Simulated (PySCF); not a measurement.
C4H4S2. Atoms are numbered in the order given.

```xyz
10

C      0.0000     0.0000     2.2948
C      0.0000     0.0000     0.9482
S      0.0000     1.4850    -0.0358
C      0.0000     0.6722    -1.5880
C      0.0000    -0.6722    -1.5880
S      0.0000    -1.4850    -0.0358
H      0.0000    -0.9360     2.8551
H      0.0000     0.9360     2.8551
H      0.0000     1.2952    -2.4830
H      0.0000    -1.2952    -2.4830
```
Charge 0, spin multiplicity 1.

The structure is a stationary point at TPSSh-D3(BJ)/def2-SVP.

These are B3LYP/pcSseg-1 in PySCF values and carry that method's errors.

GIAO shieldings, no solvent; atoms alike by connectivity are averaged. δ = σ(ref) − σ: ¹³C against TMS (σ = 181.3 ppm); ³³S against H2S (σ = 695.8 ppm); ¹H against TMS (σ = 31.68 ppm), references at their B3LYP-D3(BJ)/def2-TZVP geometries, non-relativistic.

| atoms | nucleus | count | δ (ppm) |
|---|---|---|---|
| C2 | ¹³C | 1 | … |
| C4, C5 | ¹³C | 2 | 128.4 |
| C1 | ¹³C | 1 | … |
| S3, S6 | ³³S | 2 | 420.5 |
| H9, H10 | ¹H | 2 | 5.92 |
| H7, H8 | ¹H | 2 | … |

Task: Some entries are withheld; supply them. (The exact figures need the calculation; the answer reports its results.)

Result: 
- C1, δ (ppm): 102.6
- C2, δ (ppm): 163.4
- H7, H8, δ (ppm): 5.56
